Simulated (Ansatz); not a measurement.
Molecule: CH₃Br₃Si (charge 0, singlet). 
Structure (B3LYP-D3(BJ)/def2-TZVP (Ansatz, a first-principles code) minimum search):
SMILES: Br[Si](Br)(Br)C
```xyz
8

Si    -0.4860    -0.0033    -0.0631
C     -2.3213    -0.0159    -0.3014
Br     0.1717     1.9699     0.7219
Br     0.5409    -0.3813    -1.9983
Br     0.1101    -1.5830     1.3832
H     -2.8186     0.1701     0.6513
H     -2.6370    -0.9861    -0.6864
H     -2.6067     0.7610    -1.0116
```

Quantity: atomisation energy (electronic, to ground-state atoms), in eV. Cores are frozen in the correlated levels unless marked. Open shells are spin-unrestricted. No spin-orbit coupling. Frozen are the shells of the preceding noble gas and the d and f shells that filled before the atom's block. No relativistic terms. The coupled-cluster limit lacks core correlation, which all-electron functionals hold. CBS marks a two-point X^-3 extrapolation of the correlation energy; Hartree-Fock from the larger set. [CCSD(T)-MP2]/basis is that difference in the basis named.

| level | program | atomisation energy (eV) | minus last row |
|---|---|---|---|
| HF/def2-QZVPPD | Ansatz | 20.58 | -7.03 |
| r2SCAN/def2-TZVPD | Ansatz | 27.82 | 0.21 |
| PBE0/6-31G* | Ansatz | 27.18 | -0.43 |
| PBE-QIDH/def2-TZVPD | Ansatz | 27.55 | -0.06 |
| RI-MP2/def2-TZVPPD | Ansatz | 27.47 | -0.14 |
| SCS-MP2/6-31G | Ansatz | 20.93 | -6.68 |
| SCS-MP2/def2-QZVPP | Ansatz | 27.51 | -0.10 |
| SCS-MP2/def2-QZVPPD | Ansatz | 27.52 | -0.09 |
| RI-MP2/CBS(def2-TZVPPD,def2-QZVPPD)+[CCSD(T)-MP2]/def2-QZVPPD | Ansatz | 27.59 | -0.02 |
| CCSD(T)/CBS(def2-TZVPPD,def2-QZVPPD) | Ansatz | 27.61 | 0.00 |
